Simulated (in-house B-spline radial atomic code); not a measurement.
Nb IX (Nb8+): [Ar] 3d10 4s2 4p3

All numbers are computed (Dirac-Kohn-Sham PBE0, spherical fractional occupations; Fermi nucleus of rms radius 4.324 fm) with a radial B-spline atomic code at the basis-set limit, not measured.

Effective charges: Z_r = [3n² - l(l+1)]/(2<r>) from the radius, Z_e = n√(-2ε) from the energy, and Slater's rules. Values are occupation-weighted means over j. An effective charge above Z reflects the relativistic contraction of the inner shells.

| shell | electrons | ε (eV) | <r> (bohr) | Z_r | Z_e | Slater |
| --- | --- | --- | --- | --- | --- | --- |
| 1s | 2 | -19011 | 0.03609 | 41.56 | 37.38 | 40.70 |
| 2s | 2 | -2793.5 | 0.1576 | 38.07 | 28.66 | 36.85 |
| 2p | 6 | -2508.8 | 0.1376 | 36.35 | 27.16 | 36.85 |
| 3s | 2 | -583.61 | 0.4409 | 30.62 | 19.65 | 29.75 |
| 3p | 6 | -489.44 | 0.4432 | 28.20 | 17.99 | 29.75 |
| 3d | 10 | -335.23 | 0.429 | 24.48 | 14.89 | 19.85 |
| 4s | 2 | -179.03 | 1.072 | 22.38 | 14.51 | 14.30 |
| 4p | 3 | -149.16 | 1.151 | 19.98 | 13.24 | 14.30 |

The least bound orbital is 4p3/2 at -148.2 eV, and it is also the most diffuse (<r> = 1.158 bohr).

Spin-orbit splittings of the orbital energies (j = l + 1/2 above j = l - 1/2 when positive): 2p 96 eV, 3p 15.81 eV, 3d 2.953 eV, 4p 2.806 eV.

For the 1s electron the small component carries 2.23 % of the norm, the zero-frequency Breit interaction raises the level by 35.81 eV, self-energy by 19.5 eV, and vacuum polarisation lowers it by 2.215 eV.

Caution: exact exchange at fractional occupations of open shells leaves self-interaction of up to several eV.
